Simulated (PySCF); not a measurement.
Al(All)(Me)(OH) (C4H9AlO), SMILES C=C[CH2][Al]([CH3])[OH]. The structure is a stationary point at PBE0-D3(BJ)/def2-SVP. Other conformers were not sampled.

Computed equilibrium geometry at PBE0-D3(BJ)/def2-SVP (PySCF confirms it by a frequency run) as Cartesian coordinates in Å (one conformer of several):
```xyz
15

Al     0.0509     0.0646     0.6736
C      1.1911    -1.0191    -0.5208
C      0.0454    -0.8981    -1.4474
C     -0.3608     0.2382    -2.0630
H      1.4431    -2.0484    -0.2459
H      2.0778    -0.4455    -0.8274
H     -0.6325    -1.7607    -1.4941
H      0.2577     1.1422    -2.0747
H     -1.2939     0.2679    -2.6297
C      0.3219     1.9863     0.8921
H      1.0327     2.3913     0.1543
H      0.7310     2.2046     1.8933
H     -0.6182     2.5533     0.7974
O     -1.1269    -0.8207     1.5547
H     -1.8306    -0.4214     2.0677
```
Charge 0, spin multiplicity 1.
